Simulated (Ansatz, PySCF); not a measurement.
Gas-phase reaction in SMILES: COB(O)O [methoxyboronic acid] → [O]B(O)O + [CH3] (CH3) (the C-O bond at the site shown breaks; other sites are not compared here)
Geometries: B3LYP-D3(BJ)/def2-TZVP minima from Ansatz (an electronic-structure program), one conformer each, not searched for the lowest. Frequencies are from Ansatz or PySCF.
Geometry of the first species:
```xyz
10

C      1.5112    -0.2567     1.1330
O      0.8895     0.3703     0.0153
B     -0.4006     0.0815    -0.3171
O     -0.9788     0.6980    -1.3984
O     -1.1250    -0.8187     0.4185
H      0.9774    -0.0274     2.0570
H      2.5273     0.1286     1.1975
H      1.5420    -1.3404     1.0063
H     -0.3778     1.3077    -1.8373
H     -2.0185    -0.9328     0.0809
```
Charge 0, spin multiplicity 1.

Wanted: bond dissociation energy (enthalpy at 298 K, with B3LYP-D3(BJ) rigid-rotor harmonic-oscillator terms), in eV. Valence correlation only, unless marked. UHF or UKS for open shells. Spin-orbit coupling is left out. Non-relativistic. Basis-set limits of correlation are two-point, X^-3; Hartree-Fock from the larger set. The bracket is a focal-point correction in the basis named.

```json
[
 {"level": "PBE0/STO-3G", "program": "Ansatz", "bond dissociation energy (eV)": "4.56"},
 {"level": "PBE0/def2-SVP", "program": "Ansatz", "bond dissociation energy (eV)": "4.23"},
 {"level": "PBE0-D3(BJ)/def2-TZVP", "program": "Ansatz + dftd3", "bond dissociation energy (eV)": "?"},
 {"level": "B2PLYP-D3(BJ)/def2-TZVPD", "program": "Ansatz + dftd3", "bond dissociation energy (eV)": "4.14"},
 {"level": "RI-MP2/CBS(cc-pVTZ,cc-pVQZ)+[CCSD(T)-MP2]/cc-pVTZ", "program": "Ansatz", "bond dissociation energy (eV)": "4.29"}
]
```

Problem. Complete the blanks.

Solution. 
- PBE0-D3(BJ)/def2-TZVP, bond dissociation energy (eV): 4.13
